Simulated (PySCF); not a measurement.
PySCF input file for C3H6AlClO, SMILES C=C[CH2][Al]([OH])[Cl], C-PCM-M06-2X/def2-SVP. Geometry: B3LYP-D3(BJ)/def2-SVP. Other conformers were not sampled.

```python
import numpy as np
from pyscf import gto, scf, dft
from pyscf.solvent import pcm

mol = gto.M(
    atom='''
    Al    0.08366471   -0.29375382    0.62997709
    C    -0.04389273   -1.27848236   -1.04528274
    C     0.09279060   -0.18980608   -2.07158783
    C     1.24328659    0.26285853   -2.59295608
    H    -0.99333443   -1.82491440   -1.15017402
    H     0.79206510   -1.99489672   -1.09262409
    H    -0.84021778    0.30983898   -2.36346135
    H     2.20694589   -0.18992467   -2.33558817
    H     1.25641141    1.09367034   -3.30255120
    Cl   -1.48553812    0.96239045    1.28735617
    O     1.53095947   -0.35923977    1.51723136
    H     1.74385421    0.17088606    2.29075077
    ''',
    basis='def2-SVP',
    charge=0,
    spin=0,
    max_memory=1600,
    verbose=3,
)
mf = dft.RKS(mol, xc='m06-2x').density_fit(auxbasis='def2-universal-jkfit')
mf.grids.level = 4
mf.conv_tol = 1e-9
mf.max_cycle = 100
mf.kernel()
res = {}
for name, eps in {'water': 78.355, 'chloroform': 4.7113, 'acetonitrile': 35.688}.items():
    s = mf.PCM()
    s.with_solvent.method, s.with_solvent.eps, s.with_solvent.lebedev_order = 'C-PCM', eps, 29
    s.kernel(mf.make_rdm1())
    res[name] = (s.e_tot, eps, s.dip_moment(), s.mo_energy, s.converged)
    print(f'{name}: electrostatic solvation free energy {(s.e_tot - mf.e_tot) * 627.509474:.3f} kcal/mol')
```

Output:

```
converged SCF energy = -895.416514343933

WARN: PCM is an experimental feature. It is still in testing.
Features and APIs may be changed in the future.

converged SCF energy = -895.427873417692
Dipole moment(X, Y, Z, Debye):  0.52586, -0.60846,  0.45218
water: electrostatic solvation free energy -7.128 kcal/mol

WARN: PCM is an experimental feature. It is still in testing.
Features and APIs may be changed in the future.

converged SCF energy = -895.425411598585
Dipole moment(X, Y, Z, Debye):  0.53154, -0.56399,  0.39139
chloroform: electrostatic solvation free energy -5.583 kcal/mol

WARN: PCM is an experimental feature. It is still in testing.
Features and APIs may be changed in the future.

converged SCF energy = -895.427681728012
Dipole moment(X, Y, Z, Debye):  0.52648, -0.60488,  0.44724
acetonitrile: electrostatic solvation free energy -7.008 kcal/mol
```

The calculation finished and met its thresholds.
